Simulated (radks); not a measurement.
Results of a calculation; reference values are marked as such.
Question: The mean radii <r> (bohr) of the occupied orbitals of an atom or ion are listed with their occupations. Level of theory: Dirac Kohn-Sham, XLYP, spin-unpolarised, spherical densities, finite nucleus; Fermi nuclear charge, rms radius of each element as measured or else 0.836 A^(1/3) + 0.57 fm (a radial shooting solver on a logarithmic mesh with Libxc functionals).

| orbital | occ. | <r> |
|---|---|---|
| 1s1/2 | 2 | 0.05845 |
| 2s1/2 | 2 | 0.2667 |
| 2p1/2 | 2 | 0.2334 |
| 2p3/2 | 4 | 0.2364 |
| 3s1/2 | 2 | 0.7949 |
| 3p1/2 | 2 | 0.8239 |
| 3p3/2 | 4 | 0.8321 |
| 3d3/2 | 4 | 0.9225 |

Name the element and its charge. Open shells, if any, fill j = l - 1/2 first.

Answer: Z = 26, iron, charge +4: Fe4+ in [Ar] 3d4. The 1s radius gives Z: for a bare nucleus <r> = (2 gamma + 1)/(2Z) with gamma = sqrt(1 - (Z/c)^2), 0.05699 bohr for Z = 26, and screening makes it slightly larger (0.05845 here). The occupations add up to 22, and the charge is Z minus that.
